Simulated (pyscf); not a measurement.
`[CH3][C]12[CH]=[CH][CH]([CH]=[CH]1)[SiH2]2`, singlet

Gas-phase minimum from PySCF at ωB97X-D3(BJ)/def2-SVP, one conformer. 

```xyz
18

C     -2.4060     0.6051     0.6671
C     -0.9806     0.1657     0.3696
C     -0.0034     1.2736    -0.0352
C      1.2646     0.8394    -0.1209
C      1.3839    -0.6500     0.1979
C      0.4421    -1.4219    -0.7249
C     -0.8226    -0.9786    -0.6362
Si     0.1823    -0.6129     1.6986
H     -2.4291     1.3836     1.4460
H     -3.0191    -0.2403     1.0178
H     -2.8913     1.0188    -0.2336
H     -0.3374     2.2973    -0.2283
H      2.1260     1.4549    -0.3921
H      2.4058    -1.0400     0.2653
H      0.7849    -2.2299    -1.3761
H     -1.6714    -1.3678    -1.2062
H     -0.2426    -1.9426     2.2368
H      0.5684     0.2840     2.8320
```
Charge 0, spin multiplicity 1.

Bonded distances (Å): C1–C2 1.521, C1–H9 1.102, C1–H10 1.102, C1–H11 1.104, C2–C3 1.532, C2–C7 1.532, C2–Si8 1.930, C3–C4 1.343, C3–H12 1.094, C4–C5 1.528, C4–H13 1.093, C5–C6 1.528, C5–Si8 1.923, C5–H14 1.096 (the first ones only). Angles (°): C2–C1–H9 111.2, C2–C1–H10 111.2, C2–C1–H11 111.1, H9–C1–H10 107.8, H9–C1–H11 107.6, H10–C1–H11 107.6, C1–C2–C3 116.1, C1–C2–C7 116.2, C1–C2–Si8 123.1, C3–C2–C7 107.5, C3–C2–Si8 95.1, C7–C2–Si8 95.1, C2–C3–C4 112.7, C2–C3–H12 121.9 (the first ones only).

Properties at ωB97X-D3(BJ)/def2-SVP:

| Quantity | Result |
|---|---|
| Harmonic wavenumbers, unscaled | 210, 239, 252, 321, 395, 476, 481, 523, 602, 623, 643, 689, 709, 728, 762, 781, 838, 888, 938, 947, 971, 977, 987, 994, 1066, 1087, 1123, 1139, 1200, 1253, 1274, 1324, 1370, 1414, 1478, 1483, 1654, 1702, 2231, 2236, 3055, 3140, 3156, 3186, 3210, 3212, 3237, 3239 cm⁻¹ |
| Zero-point energy | 92.1 kcal/mol |
| Rotational symmetry number | 1 |
| Entropy of this conformer at 298 K and 1 atm, rigid rotor and harmonic oscillator, modes under 100 cm⁻¹ raised to 100 | 344.0 J/(mol K) |
| Dipole moment | 0.12 D |

Single-point totals, which compare only within one level:

```tsv
level	total energy (hartree)
ωB97X-D3(BJ)/def2-TZVP	-562.48039
PBE/def2-TZVP	-561.78291
r²SCAN/def2-TZVP	-562.10949
B3LYP-D3(BJ)/def2-TZVP	-562.35904
PBE0-D3(BJ)/def2-TZVP	-561.86708
M06-2X/def2-TZVP	-562.15700
ωB97M-D3(BJ)/def2-TZVP	-562.43497
```
